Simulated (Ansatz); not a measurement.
**Ansatz input wanted**

Cu2 has 2 atoms, charge 0, and is taken as a singlet. SMILES: `[Cu][Cu]`. The bond length is the measured one. The run starts from this shape.

```xyz
2

Cu    0.0000    0.0000    0.0000
Cu    0.0000    0.0000    2.2197
```

Settings wanted:

```yaml
basis_set: def2-mTZVP
core_potential: none
integral_approximation: automatic
walk_timestep: 0.5 fs
walk_n_steps: 20
walk_ensemble: nvt_langevin
walk_temperature: 700 K
walk_initial_velocities: maxwell_boltzmann
walk_seed: 486
walk_friction: 0.05
walk_beads: 2
task: md
method: HF
dispersion: none
reference: RHF
accuracy: medium
```

Give an Ansatz 0.2.0 job that does this.

One that was run (others would do as well):

job.yaml:
```yaml
crystal:
  periodic: [false, false, false]
  atoms:
    - symbol: Cu
      position_ang: [0.000000, 0.000000, 0.000000]
    - symbol: Cu
      position_ang: [0.000000, 0.000000, 2.219700]
basis:
  gaussian: {orbitals: def2-mTZVP}
total_charge: 0
hamiltonian: {xc: hf}
md:
  timestep: 0.5 fs
  n_steps: 20
  ensemble: nvt_langevin
  temperature: 700
  initial_velocities: maxwell_boltzmann
  seed: 486
  friction: 0.05
  beads: 2
```

```bash
$ ansatz run job.yaml --threads 1 --pin off --max-ram 2610MiB --events-out events.jsonl --progress --plain --runs-dir runs
```

Calculated total energy at the end of the run: -3277.85529 Eh.
